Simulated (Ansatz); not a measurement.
Mulliken charges of `[F][SnH2][I]` from r2SCAN/def2-TZVPP in Ansatz (PBE0-D4/def2-TZVP geometry).

| atom | x (Å) | y (Å) | z (Å) | charge (e) |
| --- | --- | --- | --- | --- |
| F1 | -0.964 | 0.032 | 1.587 | -0.477 |
| Sn2 | -0.104 | 0.137 | -0.124 | 0.927 |
| I3 | 1.906 | -1.599 | -0.029 | -0.264 |
| H4 | -1.274 | -0.370 | -1.244 | -0.093 |
| H5 | 0.487 | 1.725 | -0.231 | -0.093 |

Task: By hand: the dipole of these point charges (1 e Å = 4.8032 D).

Result: Σ q r = (-0.067, 0.408, -0.727) e Å, of length 0.836 e Å = 4.02 D.

Task: How does the dipole of the full density compare? (Estimate.)

Result: Computed: (0.020, 0.215, -0.479) e Å, 2.52 D; the point charges give 1.60 times that, at 8° from its direction.

Point charges leave out the atoms' own dipoles, such as those of lone pairs, and Mulliken's split depends on the basis, so the two needn't agree.
